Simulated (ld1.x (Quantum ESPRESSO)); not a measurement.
# Sb (Z = 51), PAW: configuration errors across variants

ld1.x (Quantum ESPRESSO) 7.5 input, shortened:

```
&input
   title='Sb', zed=51., rel=1, dft='PBESOL', iswitch=3,
   config='[Kr] 4d10 5s2 5p3'
 /
 &inputp
   pseudotype=3, lpaw=.true., tm=.true., lloc=-1, rcloc=1.20,
   nlcc=.true., rcore=0.70,
   which_augfun='PSQ', rmatch_augfun_nc=.true.
 /
6
5S  1  0   2.00   0.00  1.30  1.80  0.0
5S  1  0   0.00   0.05  1.30  1.80  0.0
5P  2  1   3.00   0.00  1.55  2.10  0.0
5P  2  1   0.00  -0.05  1.55  2.10  0.0
4D  3  2  10.00   0.00  0.80  0.95  0.0
4D  3  2   0.00  -2.05  0.80  0.95  0.0
 &test
   configts(1)='4d10 5s2 5p3'
 /
```

All-electron excitation energies from the reference (eV): (1) 4d10 5s2 5p2 8.344; (2) 4d10 5s2 5p1 24.356; (3) 4d10 5s2 5p0 48.800; (4) 4d10 5s1 5p0 93.133; (5) 4d10 5s2 5p2.5 3.273; (6) 4d10 5s1 5p3 17.108; (7) 4d10 5s0 5p5 16.494.

3 further variants failed, have other tests or too few solved ones, and are left out.

A true bound ghost makes a file unfit for plane-wave use even where its test errors are small: the radial tests pick states by their node count and pass the ghost by.

Errors AE − PS in meV (a dash: test not solved or not reliable):

```csv
change,(1),(2),(3),(4),(5),(6),(7),bound ghosts
base,-2.6,-7.7,-17,-40,-1.0,-4.6,-4.0,"s, p"
"all radii but the core radius scaled by about 1.10 (s 1.98, p 2.30, d 1.04 bohr, rcut 1.42/1.70/0.88); local potential all-electron potential smoothed inside 1.32 bohr (lloc = -1)",-2.2,-6.8,-16,-39,-0.9,-4.7,-8.6,"s, p"
"all radii but the core radius scaled by about 1.22 (s 2.20, p 2.58, d 1.16 bohr, rcut 1.60/1.90/0.98); local potential all-electron potential smoothed inside 1.48 bohr (lloc = -1)",-32,-77,-133,-204,-14,-38,-12,s
"all radii but the core radius scaled by about 1.37 (s 2.46, p 2.88, d 1.30 bohr, rcut 1.78/2.12/1.10); local potential all-electron potential smoothed inside 1.64 bohr (lloc = -1)",-2.1,-6.7,-16,-36,-0.9,-1.9,+4.2,s
```

(1) Give the same row for: all radii but the core radius scaled by about 1.27 (s 2.28, p 2.66, d 1.20 bohr, rcut 1.64/1.96/1.02); local potential all-electron potential smoothed inside 1.52 bohr (lloc = -1).

Answers

(1) -3.5, -10.0, -21, -46, -1.5, -3.8, +1.9; bound ghosts: s.
